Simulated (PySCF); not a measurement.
Molecule (SMILES): F[C]Cl (closed-shell singlet).
Geometry (B3LYP-D3(BJ)/def2-TZVP, fixed):
```
C
F 1 1.2975
Cl 1 1.7557 2 106.70
```

Basis-set convergence of the mean static polarisability at HF with PySCF. All functions are spherical. Density fitting with generated auxiliary sets. No added dispersion term, no relativity. Reference: the value in aug-pcseg-3, 27.97 bohr³, itself unsure by roughly 0.3 % (its mean distance from aug-cc-pV(Q+d)Z, aug-pcseg-2, aug-cc-pV(T+d)Z). Deviations are taken from unrounded values. Cost is core time over that of 6-311++G(3df,3pd), rough, on shared machines of one kind; a dash marks a row that isn't timed (too short, read off another run, short of memory, by another algorithm or on other hardware).

```tsv
basis	functions	cost
cc-pV(D+d)Z	51	-
6-31+G*	58	-
aug-pcseg-1	73	-
6-311+G**	74	-
6-311++G(2d,2p)	89	0.3×
cc-pV(T+d)Z	99	0.4×
6-311++G(3df,3pd)	125	1×
aug-pcseg-2	142	1×
cc-pV(Q+d)Z	174	2×
aug-pcseg-3	259	9×
cc-pV(5+d)Z	282	10×
```

Which is the smallest set listed that can be trusted to 1 % here, that is, within that of the reference together with its larger relatives (same family, alike in diffuse functions; a set with none to test it counts only in the reference's own line)?

The smallest set listed that lies within 1 % of the reference with all its larger relatives (same family, alike in diffuse functions; a set with none counts only in the reference's own line) is aug-pcseg-1 (73 functions, 0.1 % off). Value minus reference over the reference: cc-pV(D+d)Z -31.3, 6-31+G* -17.5, aug-pcseg-1 0.1, 6-311+G** -17.9, 6-311++G(2d,2p) -10.1, cc-pV(T+d)Z -17.6, 6-311++G(3df,3pd) -2.5, aug-pcseg-2 -0.4, cc-pV(Q+d)Z -8.7, aug-pcseg-3 0.0, cc-pV(5+d)Z -5.4 %.
